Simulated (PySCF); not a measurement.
Cost of excited-state runs on `C1=C(C(F)(F)F)C=C(N2C=CC=C2)C=C1`, C11H8F3N

Molfile (atoms numbered from 1):
```
C11H8F3N
     RDKit          3D

 23 24  0  0  0  0  0  0  0  0999 V2000
    3.8905   -1.6200   -0.4189 F   0  0  0  0  0  0  0  0  0  0  0  0
    3.2654   -0.9600    0.5757 C   0  0  0  0  0  0  0  0  0  0  0  0
    2.8824   -1.8916    1.4595 F   0  0  0  0  0  0  0  0  0  0  0  0
    4.2123   -0.2247    1.1839 F   0  0  0  0  0  0  0  0  0  0  0  0
    2.1306   -0.1170    0.0670 C   0  0  0  0  0  0  0  0  0  0  0  0
    2.4287    1.0297   -0.6579 C   0  0  0  0  0  0  0  0  0  0  0  0
    1.3889    1.7994   -1.1490 C   0  0  0  0  0  0  0  0  0  0  0  0
    0.0758    1.4385   -0.9149 C   0  0  0  0  0  0  0  0  0  0  0  0
   -0.2243    0.2859   -0.1876 C   0  0  0  0  0  0  0  0  0  0  0  0
   -1.5445   -0.0774    0.0543 N   0  0  0  0  0  0  0  0  0  0  0  0
   -1.9996   -0.7719    1.1443 C   0  0  0  0  0  0  0  0  0  0  0  0
   -3.3500   -0.9174    1.0375 C   0  0  0  0  0  0  0  0  0  0  0  0
   -3.7423   -0.3030   -0.1740 C   0  0  0  0  0  0  0  0  0  0  0  0
   -2.6178    0.2089   -0.7478 C   0  0  0  0  0  0  0  0  0  0  0  0
    0.8205   -0.4992    0.2988 C   0  0  0  0  0  0  0  0  0  0  0  0
    3.4559    1.3106   -0.8276 H   0  0  0  0  0  0  0  0  0  0  0  0
    1.6057    2.6946   -1.7109 H   0  0  0  0  0  0  0  0  0  0  0  0
   -0.7245    2.0610   -1.2832 H   0  0  0  0  0  0  0  0  0  0  0  0
   -1.3392   -1.0713    1.9330 H   0  0  0  0  0  0  0  0  0  0  0  0
   -3.9952   -1.4070    1.7392 H   0  0  0  0  0  0  0  0  0  0  0  0
   -4.7373   -0.2481   -0.5687 H   0  0  0  0  0  0  0  0  0  0  0  0
   -2.4986    0.7138   -1.6852 H   0  0  0  0  0  0  0  0  0  0  0  0
    0.6118   -1.4068    0.8424 H   0  0  0  0  0  0  0  0  0  0  0  0
  1  2  1  0
  2  3  1  0
  2  4  1  0
  2  5  1  0
  5  6  2  0
  6  7  1  0
  7  8  2  0
  8  9  1  0
  9 10  1  0
 10 11  1  0
 11 12  2  0
 12 13  1  0
 13 14  2  0
  9 15  2  0
 15  5  1  0
 14 10  1  0
  6 16  1  0
  7 17  1  0
  8 18  1  0
 11 19  1  0
 12 20  1  0
 13 21  1  0
 14 22  1  0
 15 23  1  0
M  END
```

PySCF with density fitting, on 1 thread of an Arm Neoverse N1, shared host. Command: `OMP_NUM_THREADS=1 python excited_run.py task.json out`

Question: How long does each of these runs take, and how much memory?
- excited states, OPBE/def2-SVP; Tamm-Dancoff; spin-orbit couplings; 8 states; 6 triplets; quadratic response for 4 states; SCF tolerance 1e-11 Eh
- excited states, PBE0/def2-SVP; Tamm-Dancoff; spin-orbit couplings; 8 states; 6 triplets; quadratic response for 4 states
- excited states, PBE0/def2-SVP; Tamm-Dancoff; spin-orbit couplings; 1 states; 6 triplets; quadratic response for 4 states

Answer: 
| run | level | basis functions | wall time | peak memory (GiB) |
| --- | --- | --- | --- | --- |
| excited states | OPBE/def2-SVP | 250 | 3.1 min | 1.3 |
| excited states | PBE0/def2-SVP | 250 | 2.6 min | 1.1 |
| excited states | PBE0/def2-SVP | 250 | 2.1 min | 1.3 |

Times from a shared host are rough.
